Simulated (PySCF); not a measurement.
Choosing a molecule for a target property.

Each SMILES stands for a single optimised conformer of the isolated species, non-relativistic unless stated; the electronic structure was computed with PySCF and density fitting.

Dipoles, sizes and rotational constants follow the conformer. The torsions of the flexible species, by atom-mapped SMILES:
- `[CH3:1][CH2:2][C@@:3]([CH3:4])([SiH3:5])[C@@H:6]1[CH2:7][C@@H:8]1[F:9]`: C1–C2–C3–C4 65°, C2–C3–C6–C7 -66°

The conformers of `CC[C@@H]1CC[SiH2]C[C@H]1F` aren't listed.

Question: Wanted: HOMO energy below -7.8 eV (PBE0/pcSseg-1) and HOMO–LUMO gap below 8.9 eV (PBE0/pcSseg-1), at GFN2-xTB geometries. Which candidate meets both?
A. `CC[C@@H]1CC[SiH2]C[C@H]1F`
B. `CC[C@@](C)([SiH3])[C@@H]1C[C@@H]1F`
C. `Cc1pcpc(C)c1C`
D. `C#CC#[NH+]`

Answer: D. Computed values:
```csv
species,HOMO energy,HOMO–LUMO gap
C#CC#[NH+],-15.31 eV,6.92 eV
CC[C@@H]1CC[SiH2]C[C@H]1F,-7.86 eV,8.93 eV
CC[C@@](C)([SiH3])[C@@H]1C[C@@H]1F,-7.74 eV,8.82 eV
Cc1pcpc(C)c1C,-6.75 eV,5.02 eV
```
